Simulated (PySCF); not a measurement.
Ge(Cl)(Me)2(NH2) (C₂H₈ClGeN), SMILES [NH2][Ge]([Cl])([CH3])[CH3].

Coordinates come from a B3LYP-D3(BJ)/def2-SVP optimisation. Other conformers were not sampled.

These are CAM-B3LYP/def2-TZVP run with PySCF values and carry that method's errors.

Isolated molecule, no solvent.

* **total energy**: -2673.19874 hartree
* **point group**: Cs
* **highest occupied level**: -9.03 eV
* **lowest empty level**: 1.31 eV
* **orbital gap**: 10.34 eV
* **dipole moment**: 1.97 D
* **quadrupole, principal values (traceless, Buckingham form, about the centre of nuclear charge)**: -10.81, 4.49, 6.32 D·Å
* **mean static polarisability**: 72.9 bohr³ (10.80 Å³)
* **polarisability, principal values**: 68.4, 72.7, 77.5 bohr³
